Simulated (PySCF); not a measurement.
Geometry (Å), atoms numbered from 1 in this order:
```xyz
7

Al   -0.0005    0.0002    0.0052
O     1.6035    0.2725    0.4821
H     2.2914   -0.3902    0.4089
O    -1.1510    1.2377    0.1408
H    -0.9441    2.1182    0.4563
O    -0.4539   -1.5139   -0.6066
H    -1.3455   -1.7246   -0.8867
```

Geometry: PBE0-D3(BJ)/def2-SVP; GIAO shifts from PySCF 2.14.0 with density-fitted response routines, gas phase, non-relativistic, averaged over equivalent atoms.

At PBE/pcSseg-1 (pcSseg-2 on Al) (109 basis functions, 4.2 s wall time on 1 thread of an x86-64 server CPU, shared host):
```json
{"atoms": "Al1", "δ (ppm)": "114.1"}
{"atoms": "O2/O4/O6", "δ (ppm)": "7.5"}
{"atoms": "H3/H5/H7", "δ (ppm)": "0.98"}
```

Scale: 27Al (σref 560.82) vs [Al(H2O)6]3+; 17O (σref 334.63) vs H2O; TMS for 1H (σref 31.20) (reference shieldings calculated alike).

Q: What do these become at B3LYP/pcSseg-1 (pcSseg-2 on Al)?

A: 
```
   atoms  δ at B3LYP/pcSseg-1 (pcSseg-2 on Al)  change
     Al1                                 116.3    +2.2
O2/O4/O6                                   3.4    -4.1
H3/H5/H7                                  1.14   +0.16
```

δ = σ(ref) − σ, references computed at the same level: [Al(H2O)6]3+ for 27Al (σref 571.15); 17O (σref 334.04) vs H2O; TMS for 1H (σref 31.38).

The largest change is at O2/O4/O6 (oxygen bonded to Al, H). Cost: 109 basis functions, 2.9 s wall time on 1 thread of an x86-64 server CPU, shared host.

Experimental scales use liquid or dissolved standards, which lie at an offset from isolated H2O (liquid H2O: subtract about 36 ppm).
